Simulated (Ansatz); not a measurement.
CF3Te, SMILES `FC(F)(F)[Te]` radical, relaxed with UKS PBE0-D4/def2-TZVP in Ansatz from a PBE-D4/def2-SVP geometry. The force threshold is 0.005 eV/Å; the program also tests the step.

Total charge 0; spin multiplicity 2. Te takes the def2 core potential.

Start:

```xyz
5

F    -0.002    1.092   -0.902
C    -0.118    0.106    0.004
F    -1.343   -0.432   -0.131
F    -0.021    0.645    1.235
Te    1.484   -1.411   -0.207
```

```json
{"step": "1", "energy (eV)": "-16475.6584", "largest force (eV/Å)": "0.667", "largest move (Å)": "0.000"}
{"step": "2", "energy (eV)": "-16475.6799", "largest force (eV/Å)": "0.263", "largest move (Å)": "0.045"}
{"step": "3", "energy (eV)": "-16475.6836", "largest force (eV/Å)": "0.142", "largest move (Å)": "0.016"}
{"step": "4", "energy (eV)": "-16475.6840", "largest force (eV/Å)": "0.016", "largest move (Å)": "0.003"}
{"step": "5", "energy (eV)": "-16475.6840", "largest force (eV/Å)": "0.001", "largest move (Å)": "0.000"}
```

End:

```xyz
5

F    -0.001    1.078   -0.891
C    -0.109    0.099    0.005
F    -1.325   -0.427   -0.128
F    -0.026    0.643    1.222
Te    1.462   -1.392   -0.208
```

Run time 24 s (4 threads of an AMD EPYC 9R45 on a shared host); peak host memory 0.78 GiB.
